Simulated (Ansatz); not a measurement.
Consider the silylene formation by 1,1-elimination: `C[Si](N)(N)S` → `NN` + `C[Si]S`.

Gas-phase electronic energies from Ansatz, PBE0-D4/def2-TZVP geometries. CCSD(T)/CBS adds triple-zeta CCSD(T) − MP2 to the extrapolated MP2 energy (def2 sets, frozen cores). This one scheme is used for every species. DFT in def2-TZVPP. B3LYP here is the variant with VWN-RPA as its local correlation; programs differ in this. HSE06 is defined as in plane-wave codes. Each species was taken in one conformer, which may not be the lowest.

`C[Si](N)(N)S`:

```xyz
13

C    -0.201   -0.840   -1.309
Si   -0.049    0.146    0.267
N     1.615    0.145    0.671
N    -0.509    1.790    0.263
S    -1.445   -0.675    1.696
H     0.110   -1.879   -1.167
H     0.427   -0.403   -2.090
H    -1.234   -0.844   -1.662
H     1.914    0.574    1.533
H     2.176   -0.665    0.461
H    -1.473    2.072    0.298
H     0.091    2.491   -0.137
H    -1.422   -1.912    1.176
```

`NN`:

Z-matrix (Å, degrees):
```
N
N 1 1.415
H 1 1.014 2 112.7
H 1 1.011 2 108.2 3 119.7
H 2 1.011 1 108.2 3 89.8
H 2 1.014 1 112.7 3 -29.9
```

`C[Si]S`:

Cartesian coordinates in Å:
```
C -0.305 -0.756 0.710
Si 0.712 -0.360 -0.846
S 0.127 1.685 -0.977
H -1.192 -0.140 0.872
H 0.365 -0.612 1.569
H -0.591 -1.811 0.715
H 0.884 1.994 -2.044
```

```json
{"level": "BLYP-D4", "ΔE (eV)": "4.54", "difference from CCSD(T)/CBS": "-0.40"}
{"level": "r2SCANh-D4", "ΔE (eV)": "5.05", "difference from CCSD(T)/CBS": "0.11"}
{"level": "HSE06-D4", "ΔE (eV)": "4.82", "difference from CCSD(T)/CBS": "-0.12"}
{"level": "BHLYP-D4", "ΔE (eV)": "5.01", "difference from CCSD(T)/CBS": "0.07"}
{"level": "B2PLYP", "ΔE (eV)": "4.79", "difference from CCSD(T)/CBS": "-0.15"}
{"level": "B3LYP", "ΔE (eV)": "4.54", "difference from CCSD(T)/CBS": "-0.40"}
{"level": "BHLYP", "ΔE (eV)": "4.84", "difference from CCSD(T)/CBS": "-0.10"}
{"level": "CAM-B3LYP", "ΔE (eV)": "4.79", "difference from CCSD(T)/CBS": "-0.15"}
{"level": "CCSD/def2-SVP", "ΔE (eV)": "4.43", "difference from CCSD(T)/CBS": "-0.51"}
{"level": "CCSD/def2-TZVPP", "ΔE (eV)": "4.85", "difference from CCSD(T)/CBS": "-0.09"}
{"level": "CCSD(T)/CBS", "ΔE (eV)": "4.94", "difference from CCSD(T)/CBS": "0"}
```

Task: What do rigid-rotor, harmonic-oscillator terms from PBE0-D4/def2-TZVP frequencies (298.15 K, 1 bar) make of the CCSD(T)/CBS value? (An estimate is asked.)

Result: Computed: ΔZPE = -0.01 eV, ΔH = +4.94 eV, ΔS = 162 J/(mol·K), ΔG = +4.44 eV.

Largest T1 diagnostic among the species: 0.014.

From PBE to PBE0 (25 % exact exchange), in def2-TZVPP and without D4, ΔE moves by +0.25 eV. Leaving LDA and LC-ωPBE aside and taking each functional with its dispersion term where it has one, the values, not all of them listed here, spread over 0.56 eV, from BLYP-D4 to r2SCAN0-D4. LDA lies +0.46 eV from PBE without D4.
